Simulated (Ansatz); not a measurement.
## Swapping NH2 for Cl on Ge: the atomisation energy

On one Ge centre, n of the NH2 ligands are replaced by Cl. The atomisation energy (no zero-point term) y in kJ/mol at CCSD(T)/def2-TZVPP. Shapes, held fixed at every level: PBE0-D4/def2-TZVP. Flexible molecules stand in one conformer, not always the lowest. Programs: Ansatz 0.2.0.

```
   molecule  n  y (kJ/mol)
   Ge(NH2)4  0        4238
Ge(NH2)2Cl2  2           ?
 Ge(NH2)Cl3  3        2090
      GeCl4  4        1358
```

Q: Fit y = c + s·n to the known rows and predict Ge(NH2)2Cl2.

A: 
1. Means of the 3 rows: n = 2.33333, y = 2562.0.
2. Σ(Δn)² = 8.6667, Σ(Δn·Δy) = -6232, so the slope is -6232/8.6667 = -719.07.
3. Intercept: 2562.0 − (-719.07) × 2.33333 = 4239.8. The largest residual of the fit is 7.4.
4. Ge(NH2)2Cl2: 4239.8 + (-719.07) × 2 = 2802 kJ/mol.

The run gave 2823 kJ/mol, so the prediction is off by -21 kJ/mol, more than the scatter of the fit. The steps per swap are -708, -733, -732 kJ/mol. The slope is the difference between a Ge–Cl and a Ge–NH2 bond with the ligands’ own bonds. Other levels give for Ge(NH2)2Cl2: HF/def2-SVP 1899; r2SCAN-D4/def2-TZVPP 2905; MP2/def2-TZVPP 2889 kJ/mol. Spin-orbit coupling of the free atoms (NH2 0, Cl 4 kJ/mol each; the atoms kept shift only the intercept) is left out. Relativity is left out for Ge unless named. Correlated rows may include outer-core shells of Ge, which these sets cover unevenly.
